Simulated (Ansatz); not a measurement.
Isolated molecules relaxed with PBE0-D4/def2-TZVP in Ansatz; ΔE leaves out vibrations. CBS: MP2 limit from def2 TZ/QZ plus the TZ coupled-cluster correction, frozen cores. Functionals use def2-TZVPP. Elements past krypton have def2 core potentials. For I outer-core shells are correlated without core-valence functions, which leaves a few kJ/mol of doubt a bond. One conformer a species, not always the lowest.

`OCN[SiH3]` + `COCI` → `[SiH3]OCI` + `CNCO`  (formal exchange of groups at the Si–N bond)

`OCN[SiH3]`:

Cartesian coordinates in Å:
```
O 0.471 1.211 1.877
C -0.413 0.502 1.046
N 0.254 -0.475 0.238
Si 0.025 -0.663 -1.456
H 1.179 1.547 1.319
H -1.141 0.055 1.730
H -0.957 1.181 0.373
H 0.657 -1.231 0.771
H 0.056 0.688 -2.077
H -1.263 -1.303 -1.854
H 1.132 -1.512 -1.967
```

`COCI`:

```xyz
9

C    -1.089   -0.442    0.301
O    -0.463    0.606   -0.406
C     0.876    0.467   -0.557
I     2.024    0.787    1.304
H    -0.870   -1.412   -0.162
H    -2.160   -0.253    0.264
H    -0.751   -0.457    1.342
H     1.247    1.240   -1.222
H     1.187   -0.535   -0.864
```

`[SiH3]OCI`:

```xyz
9

Si   -0.822    0.725   -0.817
O     0.707    0.257   -0.357
C     0.977   -0.736    0.538
I     0.374   -0.256    2.589
H    -1.407    1.663    0.170
H    -0.642    1.390   -2.126
H    -1.681   -0.482   -0.940
H     0.445   -1.667    0.332
H     2.049   -0.894    0.612
```

`CNCO`:

```xyz
11

C     0.517   -1.217    0.571
N     0.110    0.172    0.564
C    -0.335    0.640   -0.722
O    -0.892    1.919   -0.614
H     0.862   -1.493    1.569
H     1.319   -1.458   -0.146
H    -0.342   -1.850    0.331
H     0.862    0.765    0.894
H    -1.059   -0.096   -1.102
H     0.469    0.734   -1.468
H    -1.513    1.883    0.122
```

| level | ΔE (kJ/mol) |
| --- | --- |
| ωB97M-V | -39.9 |
| PBE0 | -36.7 |
| HF/def2-TZVPP | -45.3 |
| MP2/def2-TZVPP | -42.6 |

What does CCSD(T)/CBS give? (Estimate.)

Ansatz gave: -42.3 kJ/mol. The listed levels differ from it by 2.4, 5.6, -3.0, -0.3 kJ/mol.

Largest T1 diagnostic among the species: 0.011.

From PBE to PBE0 (25 % exact exchange), in def2-TZVPP and without D4, ΔE moves by −3.7 kJ/mol.
